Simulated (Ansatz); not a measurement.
Relaxation of FH9O3Si4 (17 atoms, charge 0, multiplicity 1), to a largest force component of 0.02 eV/Å in at most 40 steps.

Level of theory: RKS PBE/STO-3G in Ansatz 0.2.0.

```xyz
17
Properties=species:S:1:pos:R:3
Si 0.000 0.000 0.000
F 0.000 0.000 1.590
O 1.584 0.000 -0.559
Si 2.491 -1.376 -0.887
H 1.660 -2.352 -1.586
H 3.632 -1.020 -1.725
H 2.969 -1.954 0.366
O -0.791 1.371 -0.559
Si -2.400 1.426 -1.040
H -3.212 0.642 -0.114
H -2.862 2.811 -1.038
H -2.527 0.874 -2.385
O -0.791 -1.371 -0.559
Si -1.673 -2.433 0.398
H -1.263 -2.287 1.792
H -3.096 -2.132 0.276
H -1.426 -3.804 -0.040
```

Problem. Where does it end, and by what steps?

Solution. The run converged. The force dipped under the threshold on the way, but the program's further checks kept it going. Limits of this set-up: minimal basis. After 34 steps the energy has fallen by 0.387 eV; H10 moved furthest, 1.87 Å.

| step | energy less start (eV) | largest force component (eV/Å) | accepted |
| --- | --- | --- | --- |
| 0 | 0.0000 | 2.078 | yes |
| 2 | -0.2400 | 0.274 | yes |
| 4 | -0.2783 | 0.408 | yes |
| 6 | -0.3218 | 0.041 | yes |
| 8 | -0.3345 | 0.161 | yes |
| 10 | -0.3478 | 0.030 | yes |
| 12 | -0.3500 | 0.051 | yes |
| 14 | -0.3512 | 0.014 | yes |
| 16 | -0.3526 | 0.051 | yes |
| 18 | -0.3545 | 0.085 | yes |
| 20 | -0.3579 | 0.137 | yes |
| 22 | -0.3634 | 0.191 | yes |
| 24 | -0.3693 | 0.349 | yes |
| 26 | -0.3781 | 0.038 | yes |
| 28 | -0.3804 | 0.116 | yes |
| 30 | -0.3841 | 0.016 | yes |
| 32 | -0.3858 | 0.077 | yes |
| 34 | -0.3874 | 0.015 | yes |

```xyz
17
Properties=species:S:1:pos:R:3
Si -0.154 -0.103 0.412
F 0.141 -0.030 2.027
O 1.253 0.233 -0.479
Si 1.966 -1.110 -1.285
H 1.158 -1.605 -2.399
H 3.217 -0.593 -1.824
H 2.273 -2.232 -0.399
O -1.313 1.120 0.175
Si -1.901 1.315 -1.429
H -2.717 0.176 -1.854
H -2.740 2.506 -1.399
H -0.838 1.499 -2.418
O -0.626 -1.672 -0.073
Si -1.633 -2.563 0.998
H -0.939 -2.940 2.229
H -2.845 -1.832 1.370
H -2.008 -3.773 0.279
```

Whether the end is a true minimum wasn't checked by a vibrational analysis.

The run took 2.1 min on 1 thread of Intel(R) Xeon(R) 6975P-C (Granite Rapids), with other jobs on the host, peak memory 0.17 GiB.
